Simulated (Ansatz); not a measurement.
The cluster Ga2Te3: single points at one geometry.

```yaml
crystal:
  periodic: [false, false, false]
  atoms:
    - {symbol: Ga, position_ang: [-0.591146, -0.732525, -0.008981]}
    - {symbol: Ga, position_ang: [0.075456, 2.233209, 0.036850]}
    - {symbol: Te, position_ang: [-2.377706, 0.934059, 0.028382]}
    - {symbol: Te, position_ang: [0.993079, -2.634637, -0.049092]}
    - {symbol: Te, position_ang: [1.900318, 0.199883, -0.007160]}
basis:
  gaussian: {orbitals: def2-TZVP, initial_orbitals: start.molden}
hamiltonian: {xc: hf}
scf: {omitted_lower_state_checks: [starts]}
output: {orbitals: {seedname: orbitals}}
```

The file start.molden holds the orbitals of an earlier run on this structure, at another level or in another basis.

```sh
$ ansatz run in.yaml --threads 4 --pin off --events-out ev --progress --plain --max-ram 4787MiB
```

It prints (some lines left out):

```
Functional definition: HF
2479 factors; their error is unknown
mean field evaluation 1: about -126463.6012 eV, gradient 3.6e1 eV
mean field evaluation 2: about -126465.0535 eV, gradient 1.8e0 eV
mean field evaluation 4: about -126469.3162 eV, gradient 4.7e0 eV
mean field evaluation 8: about -126469.3321 eV, gradient 2.2e-5 eV
mean field -126469.33213903 eV, -4647.6622321173 hartree, gradient 2.2e-5 eV, S^2 0.000000; 0 other end points of the search recorded, 0 dependent functions left out
reference -126469.33213903 eV, -4647.6622321173 hartree; 67, 67 occupied and 179, 179 virtual orbitals, 2479 factors
Total energy: -126469.33213903 eV, -4647.6622321173 hartree
Checks for a lower state left out: starts
```

It took 9 s on 4 threads of AMD EPYC 7B13 on a shared host, peak host memory 1.5 GiB.

The first input with `hamiltonian: {xc: r2scan, dispersion: d4}`, `output: {forces: true, orbitals: {seedname: orbitals}}` (abridged; 7.5 s):

```
Functional definition: r2SCAN
mean field -126648.93612504 eV, -4654.2625568629 hartree, gradient 8.3e-6 eV, S^2 0.000000
Total energy: -126649.00989101 eV, -4654.2652677123 hartree
Atom 0 force     0.045590     0.029663     0.000215 eV/Å
Atom 1 force    -0.017497    -0.036726    -0.000684 eV/Å
Atom 2 force     0.104239    -0.054386    -0.001362 eV/Å
Atom 3 force    -0.014521     0.205209     0.003392 eV/Å
Atom 4 force    -0.117811    -0.143761    -0.001561 eV/Å
Dipole moment:    -0.065902     0.106965     0.002170 e Å
Checks for a lower state left out: starts
```

First input, but with `correlation: {method: mp2}` and without the key `hamiltonian` (abridged; 10 s):

```
Functional definition: HF
mean field -126469.33434871 eV, -4647.6623133215 hartree, gradient 1.8e-6 eV, S^2 0.000000; unrestricted orbitals would lower it
mean field evaluation 16: about -126469.3654 eV, gradient 1.9e-1 eV
30 core orbitals not correlated: weight in the atoms' cores, before any rotation towards them, 1.000 or more for the frozen orbitals, at most 0.000 for the correlated occupied ones
second order -49.48602324 eV of doubles, -0.00000000 eV of singles
Total energy: -126518.82037195 eV, -4649.4808911326 hartree
Checks for a lower state left out: starts
```

As the first input, with `hamiltonian: {xc: {name: r2SCAN0}, dispersion: d4}` (abridged; 10 s):

```
Functional definition: r2SCAN0
mean field -126645.10270238 eV, -4654.1216811785 hartree, gradient 1.5e-5 eV, S^2 0.000000
Total energy: -126645.20486557 eV, -4654.1254356068 hartree
Checks for a lower state left out: starts
```

The first input with `hamiltonian: {xc: pbe}`, `correlation: {method: rpa}` and without the key `output` (abridged; 10 s):

```
Functional definition: PBE
mean field -126624.83871668 eV, -4653.3769934396 hartree, gradient 1.9e-6 eV, S^2 0.000000
30 core orbitals not correlated: weight in the atoms' cores, before any rotation towards them, 1.000 or more for the frozen orbitals, at most 0.000 for the correlated occupied ones
Total energy: -126530.74951035 eV, -4649.9192788829 hartree
Checks for a lower state left out: starts
```

The first input with `gaussian: {orbitals: def2-SVP, initial_orbitals: start.molden}`, `hamiltonian: {xc: pbe0, dispersion: d4}` (abridged; 3.2 s):

```
Functional definition: PBE0
mean field -126613.85921304 eV, -4652.9735041230 hartree, gradient 2.7e-5 eV, S^2 0.000000
Total energy: -126614.20187766 eV, -4652.9860968156 hartree
Checks for a lower state left out: starts
```

First input, but with `gaussian: {orbitals: STO-3G}` (abridged; 9 s):

```
Functional definition: HF
mean field evaluation 16: about -637925.1925 eV, gradient 8.3e-2 eV
mean field evaluation 32: about -637925.2978 eV, gradient 1.0e-2 eV
mean field -637925.29781273 eV, -23443.3222933206 hartree, gradient 1.3e-5 eV, S^2 0.000000
Total energy: -637925.29781273 eV, -23443.3222933206 hartree
Checks for a lower state left out: starts
```

Geometry: r2SCAN-D4/def2-SVP.

In the def2 sets Te takes a core potential, while STO-3G treats all electrons; there is no spin–orbit coupling. Correlated methods freeze 30 core orbitals; core or outer-core shells of Ga, Te are correlated, in sets that lack core-valence functions. At HF/def2-TZVP, MP2/def2-TZVP the restricted singlet (for correlated methods, its reference) is unstable: a solution with broken spin symmetry lies lower. The restricted singlet is unstable towards broken spin symmetry in Hartree–Fock (as tested in another run); at HF/STO-3G this wasn't settled. The structure comes from a short search, and lower isomers may exist.
